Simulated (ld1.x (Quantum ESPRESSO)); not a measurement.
**hydrogen (H): one change to an ultrasoft potential, before and after**

ld1.x (Quantum ESPRESSO) 7.5 input, shortened:

```
&input
   title='H', zed=1., rel=0, dft='WC', iswitch=3,
   config='1s1 2p-2'
 /
 &inputp
   pseudotype=3, tm=.true., lloc=1,
   nlcc=.false.
 /
3
1S  1  0   1.00   0.00  0.65  0.85  0.0
1S  1  0   0.00   1.75  0.65  0.85  0.0
2P  2  1  -2.00   0.10  0.85  0.85  0.0
 &test
   configts(1)='1s1'
 /
```

Change: all radii scaled by about 0.80 (s 0.68, p 0.68 bohr, rcut 0.52/0.68).

Cutoffs: the cutoffs (Ry, on a coarse ladder) from which the occupation-weighted sum of valence levels, in a spherical-Bessel basis at the reference potential, stays within 10 and 1 mRy of its value at 400 Ry; they do not see the model core or the augmentation charge, which bear on the density cutoff. Errors are all-electron minus pseudo energies relative to the spin-unpolarised reference configuration.

Q: How do hardness, ghosts and transferability respond?

A: The potential gets harder (25 Ry and 45 Ry → 30 Ry and 60 Ry); neither file shows a bound ghost. A smaller radius makes the pseudo-wave follow the all-electron one further in, where it bends more sharply, so more plane waves are needed.

| quantity | base | changed |
| --- | --- | --- |
| cutoff, loose | 25 Ry | 30 Ry |
| cutoff, tight | 45 Ry | 60 Ry |
| bound ghosts | none | none |
| error for 1s0.5, meV [ΔE 4.68 eV] | +0.1 | 0.0 |
| lowest overlap eigenvalue by channel | s 0.99 | s 0.99 |
